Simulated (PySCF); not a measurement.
# Computed properties of MoS2ClBr, SMILES [S]=[Mo](=[S])([Br])[Cl], multiplicity 1

MoS₂ClBr, SMILES [S]=[Mo](=[S])([Cl])[Br], multiplicity 1. Geometry optimised at B3LYP-D3(BJ)/def2-SVP. The multiplicity is an assumed one; no other spin state was optimised. The structure was generated by enumeration; whether it is a known compound was not checked. The def2 effective core potentials stand for the cores of Mo; spin–orbit coupling is left out. Other conformers were not sampled. All values are computed for the isolated molecule unless a solvent is named; none is compared with measurement here.

**Structure.** The optimised structure has Cs symmetry. All 9 harmonic modes at B3LYP-D3(BJ)/def2-SVP (PySCF) are real, so it is a minimum. With heavy atoms numbered as in [Mo:1](=[S:2])(=[S:3])([Cl:4])[Br:5], the shortest bond between them is Mo1–S2 at 2.105 Å and the longest Mo1–Br5 at 2.406 Å.

**Vibrations.** The strongest infrared lines (harmonic, unscaled, degenerate partners summed) lie at 577 cm⁻¹ (67 km/mol, S 67 %, Mo 33 %), 415 cm⁻¹ (55 km/mol, Cl 66 %, Mo 30 %), 568 cm⁻¹ (30 km/mol, S 77 %, Mo 23 %). The softest mode is at 98 cm⁻¹ and the zero-point energy is 3.7 kcal/mol.

**Electronic structure.** M06-2X/def2-TZVP (PySCF) places the frontier levels at -8.82 and -3.28 eV, a gap of 5.54 eV, and gives a dipole moment of 0.40 D and a mean polarisability of 115.6 bohr³. PBE/def2-TZVP (PySCF) at the same geometry gives -6.65 and -4.69 eV, so its gap is 3.58 eV narrower. An orbital gap is neither the optical nor the fundamental gap.

**Excitations.** TDA-CAM-B3LYP/def2-SVPD (PySCF) has S1 at 2.32 eV (534 nm, f = 0.002, dark); the most intense of the 10 singlets computed lies at 3.17 eV (f = 0.02). T1 (TDA) is at 1.91 eV, 0.41 eV under S1. TDA-PBE/def2-SVPD (PySCF) puts S1 at 2.17 eV.
